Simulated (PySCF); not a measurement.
NdH3: fields on a plane

These are results of PySCF, PBE0, basis Nd lcecp-1-TZVP with ECP49, H def2-TZVP (scalar-relativistic core potentials, no spin–orbit coupling, density fitting), not measurements.

The valence singlet (4f shell in the core) minimum has Nd–H 2.042 Å (×3); H–Nd–H 110.4° (×3).

The plane holds Nd1 at (0.00, 0.00), H2 at (2.04, 0.00), H3 at (-0.71, 1.91) Å. Columns run from x = -2.85 to 4.35 Å, rows from y = 4.35 (top) to -1.95 Å, in steps of 0.3 Å. Other isomers or separated fragments may lie lower. Core electrons replaced by a potential are absent, the electrostatic potential uses the reduced nuclear charge, and values within about 0.7 Å of such atoms have no physical meaning.

Give the electron density (e/Å³) (cut at 5 e/Å³). Lower edges of the bins (e/Å³): '0' 0.000, '1' 0.014, '2' 0.036, '3' 0.071, '4' 0.127, '5' 0.215, '6' 0.355, '7' 0.577, '8' 0.929, '9' 1.487; top 2.37.


```
0000000000000000000000000
0000000000000000000000000
0000000000000000000000000
0000000000000000000000000
0000011111000000000000000
0000122332110000000000000
0001234543210000000000000
0001246765321000000000000
0001357986421000000000000
0002357876431100000000000
0001346666532111111000000
0001235667654323322100000
0001235789986444443210000
0001236898998656664310000
0001247991199767885321000
0001247991189767885321000
0000136899998656664310000
0000124689987544443210000
0000112457764333322100000
0000011234432211111000000
0000001112211110000000000
0000000001100000000000000
```

Give the electrostatic potential (V) (cut at 20 V). Lower edges of the bins (V): '0' -1.50, '1' -1.37, '2' -1.17, '3' -0.85, '4' -0.35, '5' 0.45, '6' 1.72, '7' 3.74, '8' 6.93, '9' 11.99; top 20.0.


```
3333333333333334444444444
3333333233333333444444444
3333222222233333444444444
3332211111223333444444444
3322100000123333444444444
3321001111123334443333344
3321024553223444443333333
3321147985334444433333333
3332259996555554433333333
4433358997666654433233333
4444456777877765322222333
4455567899998765321112233
5556678999999875542001223
5556789999999977875200223
5566789999999988997300123
5566789999999988997300123
5566789999999977875201223
5566778999999875542111233
5566678899998765432112233
5556667888887765432223333
5555666777777665443333333
5555566666666655444333334
```

The 4f shell sits in the core potential, so its spin is not counted.
